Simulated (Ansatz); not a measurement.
Relaxation of BFH7NSi (11 atoms, charge 0, multiplicity 1), to a largest force component of 0.03 eV/Å in at most 50 steps.

The calculation used Ansatz 0.2.0, RKS PBE-D4/cc-pVDZ.

```xyz
11
Properties=species:S:1:pos:R:3
B 0.089 0.339 -0.347
F -0.644 0.837 0.662
H 1.299 0.437 -0.260
H -0.512 -0.053 -1.331
N -0.159 -1.879 1.235
H -0.864 -2.580 0.973
Si 1.210 -2.482 2.198
H 1.776 -3.667 1.457
H 2.224 -1.370 2.276
H 0.871 -2.921 3.612
H -0.655 -1.051 1.632
```

Question: Where does it end, and by what steps?

Answer: It converged. After 11 steps the energy has fallen by 0.753 eV; H8 moved furthest, 0.97 Å. Joined: B1–N5 (2.74 → 1.69 Å).

| step | energy less start (eV) | largest force component (eV/Å) | accepted |
| --- | --- | --- | --- |
| 0 | 0.0000 | 0.677 | yes |
| 1 | -0.0496 | 1.015 | yes |
| 2 | -0.2889 | 0.749 | yes |
| 3 | -0.5184 | 1.127 | yes |
| 4 | -0.6013 | 0.878 | yes |
| 5 | -0.6683 | 0.257 | yes |
| 6 | -0.6893 | 0.318 | yes |
| 7 | -0.7252 | 0.289 | yes |
| 8 | -0.7369 | 0.320 | yes |
| 9 | -0.7493 | 0.124 | yes |
| 10 | -0.7520 | 0.111 | yes |
| 11 | -0.7533 | 0.023 | yes |

```xyz
11
Properties=species:S:1:pos:R:3
B 0.154 -0.364 0.041
F -0.301 0.879 0.547
H 1.393 -0.457 0.016
H -0.415 -0.741 -0.985
N -0.315 -1.452 1.245
H -0.972 -2.156 0.881
Si 1.215 -2.169 1.970
H 1.909 -2.912 0.871
H 1.993 -1.020 2.528
H 0.811 -3.123 3.071
H -0.839 -0.876 1.924
```

Whether the end is a true minimum wasn't checked by a vibrational analysis.

The run took 21 s on 2 threads of Arm Neoverse V2 (shared host), peak memory 0.14 GiB.
